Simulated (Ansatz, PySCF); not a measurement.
C4H10GaN, singlet, at a GFN2-xTB geometry (such geometries of metal compounds can be far from the true shape), with bond 14-10 at 1.8 times its length. Base run: CASSCF(4,4)/STO-3G (PySCF).

The PySCF input:
```python
from pyscf import gto, scf, mcscf
import numpy

mol = gto.Mole()
mol.atom = '''
    Ga   -0.056906   -0.542894    0.033097
    H    -0.140700   -1.819996    0.939625
    C    -0.190405   -0.660830   -1.964561
    C    -0.353440   -1.867025   -2.496803
    H    -0.135533    0.208693   -2.617845
    H    -0.436948   -2.043669   -3.561669
    H    -0.411122   -2.749211   -1.867287
    N     0.169281    1.014876    0.979175
    C     0.276723    2.333741    0.389035
    C     0.258284    1.029330    2.426239
    H    -0.524869    2.996396    0.741193
    H     1.237489    2.805176    0.634707
    H     0.201343    2.244534   -0.698330
    H     1.987059    1.768785    3.033655
    H    -0.545016    1.631507    2.870261
    H     0.168776    0.000722    2.791973
'''
mol.basis = 'sto-3g'
mol.charge = 0
mol.spin = 0
mol.verbose = 4
mol.build()

mf = scf.RHF(mol)
mf.kernel()
mc = mcscf.CASSCF(mf, 4, 4)
mc.fix_spin_(ss=0.0)
mc.kernel()
occ = numpy.linalg.eigvalsh(mc.fcisolver.make_rdm1(mc.ci, mc.ncas, mc.nelecas))[::-1]
ss = mc.fcisolver.spin_square(mc.ci, mc.ncas, mc.nelecas)[0]
print('natural occupations', occ.round(4), ' <S^2>', round(ss, 4))
```

Programs used: Ansatz (a program for electronic structure), PySCF; a row that names a program was run with it.

The base run was repeated with changes; each row names its change, and settings that it needs were set with it.

```
change                                                ΔE vs base (mEh)  natural occupations  <S^2> of the state        outcome
----------------------------------------------------  ----------------  -------------------  ------------------  -------------
base                                                             0.000  1.98 1.72 0.28 0.02                0.00      converged
active space = 6 electrons, 6 orbitals                               -                    -                   -  not converged
orbitals = fixed (CASCI)                                        66.249  2.00 1.90 0.10 0.00                0.00      converged
orbitals = fixed (CASCI); correction = SC-NEVPT2                -305.5  2.00 1.90 0.10 0.00                0.00      converged
state_average = 2 states                                       -20.703                    -                   -      converged
code = ansatz                                                  -30.012                    -                   -      converged
code = ansatz; correction = SC-NEVPT2, all electrons            -323.0                    -                   -      converged
correction = SC-NEVPT2                                          -316.9  1.98 1.72 0.28 0.02                0.00      converged
start = MP2 natural orbitals                                   -30.039  1.88 1.72 0.28 0.12                0.00      converged
conv_tol = 1e-5                                                      -                    -                   -  not converged
fix_spin_ = off                                                      -                    -                   -  not converged
```

Active orbitals are taken around the Fermi level unless the row says otherwise; CASSCF can end in different local minima, and two programs can end on different orbitals. State-averaged rows give the lowest state.
